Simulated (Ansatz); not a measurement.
Harmonic frequencies (cm⁻¹) at PBE0-D4/def2-TZVP from Ansatz: 44, 75, 109, 146, 183, 255, 269, 282, 433, 583, 626, 1053, 1134, 1164, 1178, 1464, 1480, 1484, 3039, 3124, 3132.

Each molecule was computed in one conformer, which needn't be the lowest.

Q: Which molecule is it?
A. `[OH][Mo]([OH])(=[S])([Cl])[Cl]`
B. `C[O][Mo](=[O])(=[S])[Cl]`
C. `[OH][Mo]([F])([F])([F])=[S]`
D. `[NH2][Mo]([NH2])(=[O])=[S]`

A: B.
